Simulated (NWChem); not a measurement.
System: C2H8GeO; SMILES CC[O][GeH3]

```xyz
12

Ge    -0.0045     1.2007     0.0027
O      0.5028    -0.5306    -0.0188
C     -0.5090    -1.5287    -0.0127
C      0.1530    -2.8970     0.0152
H     -0.8578     1.5065    -1.2636
H     -0.8440     1.4747     1.2853
H      1.3251     1.9874     0.0040
H     -1.1817    -1.4148     0.8747
H     -1.1631    -1.4421    -0.9167
H      0.7829    -3.0032     0.9208
H     -0.6076    -3.7038     0.0174
H      0.8042    -3.0287    -0.8719
```
Atoms are numbered in this order, from 1.

Program: NWChem. Pople sets run with spherical d functions. The geometry was optimised at PBE-D3(BJ)/def2-SVP. Ions are spin-unrestricted doublets at the neutral geometry; other ion states weren't tried.

| level | basis functions | vertical ionisation energy, ΔSCF (eV) | −ε(HOMO) (eV) | ΔSCF minus −ε(HOMO) (eV) |
|---|---|---|---|---|
| PBE0/STO-3G | 41 | 6.58 | 3.55 | 3.03 |
| PBE0/3-21G | 65 | ? | ? | ? |
| PBE0/6-31G* | 90 | 9.61 | 7.42 | 2.19 |
| PBE0/6-311G** | 146 | 9.71 | 7.59 | 2.12 |

Task: What belongs in the gaps?

Result: 
- PBE0/3-21G, vertical ionisation energy, ΔSCF (eV): 9.39
- PBE0/3-21G, −ε(HOMO) (eV): 7.09
- PBE0/3-21G, ΔSCF minus −ε(HOMO) (eV): 2.30
